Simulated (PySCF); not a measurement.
## Working out the ionisation energy of Cu

Cu [Ar] 3d10 4s1 (2S) → Cu⁺ [Ar] 3d10 (1S). Calculation: PySCF 2.14, in aug-cc-pV5Z-PP with ECP10MDF (8s8p7d5f4g3h2i, 197 functions); a scalar-relativistic core potential. Frozen: 3s2 3p6. Energies in hartree (1 hartree = 27.21139 eV):

| part | Cu (lower) | Cu⁺ (upper) |
| --- | --- | --- |
| UHF | -196.177003 | -195.935063 |
| MP2 opposite-spin | -0.371510 | -0.347484 |
| MP2 same-spin | -0.205426 | -0.188814 |

Problem. What does Hartree-Fock give?

Solution. (-195.935063) − (-196.177003) = 0.241940 hartree = 6.584 eV.

Problem. What do MP2 and SCS-MP2 (6/5 opposite-spin, 1/3 same-spin) give?

Solution. The opposite-spin parts differ by 0.654 eV and the same-spin parts by 0.452 eV. MP2: 6.584 + (0.654) + (0.452) = 7.690 eV. SCS-MP2: 6.584 + 1.2 × (0.654) + (0.452)/3 = 7.519 eV.

Measured between the centres of the two terms (NIST): 7.726 eV, so MP2 (valence) is off by -0.036 eV.

What remains against the reference includes basis incompleteness, the frozen core and correlation beyond second order.
